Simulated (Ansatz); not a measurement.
Breaking the Ge3–H4 bond in BeFGeH3 (SMILES [F][Be][GeH3]) (multiplicity 1 held, fragments rigid). Energies count from the point at 1.542 Å.
Geometry at that point (charge 0, multiplicity 1):
```xyz
6

Be    -0.34700     0.98817    -0.89659
F     -0.69229     1.97146    -1.78875
Ge     0.20509    -0.58403     0.52991
H      1.10832    -1.65942    -0.10772
H      0.97519    -0.02594     1.74413
H     -1.02770    -1.32131     1.09162
```

R- and RO- levels are restricted; in cc, def2 and unpolarised 6-31G sets they are followed outwards from rest. Unrestricted levels (U-) break spin symmetry where that is lower. Active spaces are followed from a long bond inwards. Levels need not reach the same state.

Cores are frozen in the correlated methods. Filled d and f shells under p-block atoms count as core.

Run with Ansatz (a quantum-chemistry and plane-wave program). Each number belongs to the level named beside it.

Energies in kcal/mol.

| R (Å) | R-HF/cc-pVDZ | U-HF/cc-pVDZ | U-MP2/cc-pVDZ | R-CCSD(T)/cc-pVDZ | U-CCSD(T)/cc-pVDZ | FIC-MRCISD+Q on CASSCF(2,2)/cc-pVDZ |
|---|---|---|---|---|---|---|
| 1.234 | 30.8 | 30.8 | 30.8 | 31.3 | 31.3 | 31.2 |
| 1.388 | 6.0 | 6.0 | 6.1 | 6.4 | 6.4 | 6.3 |
| 1.542 | 0.0 | 0.0 | 0.0 | 0.0 | 0.0 | 0.0 |
| 1.697 | 4.0 | 4.0 | 3.8 | 3.3 | 3.3 | 3.3 |
| 1.851 | 13.0 | 13.0 | 12.5 | 11.4 | 11.4 | 11.3 |
| 2.082 | 30.6 | 30.6 | 29.3 | 26.6 | 26.6 | 26.5 |
| 2.314 | 49.0 | 46.3 | 51.5 | 41.5 | 41.9 | 41.4 |
| 2.699 | 77.2 | 57.9 | 69.1 | 60.8 | 62.4 | 60.6 |
| 3.085 | 100.7 | 61.7 | 74.7 | 71.6 | 74.5 | 71.8 |
| 3.547 | 122.9 | 63.2 | 76.8 | 75.7 | 79.2 | 77.8 |
| 4.164 | 144.4 | 63.6 | 77.4 | 74.4 | 80.2 | 80.2 |
| 4.936 | 161.6 | 63.7 | 77.6 | 71.6 | 80.4 | 80.7 |

Doubts at one or more of the structures used: a restricted determinant that unrestricted orbitals would lower (R-HF/cc-pVDZ, R-CCSD(T)/cc-pVDZ); a spin-contaminated determinant (U-HF/cc-pVDZ, U-MP2/cc-pVDZ, U-CCSD(T)/cc-pVDZ); other coupled-cluster roots lie near (R-CCSD(T)/cc-pVDZ); T1 above 0.05 (R-CCSD(T)/cc-pVDZ, U-CCSD(T)/cc-pVDZ).
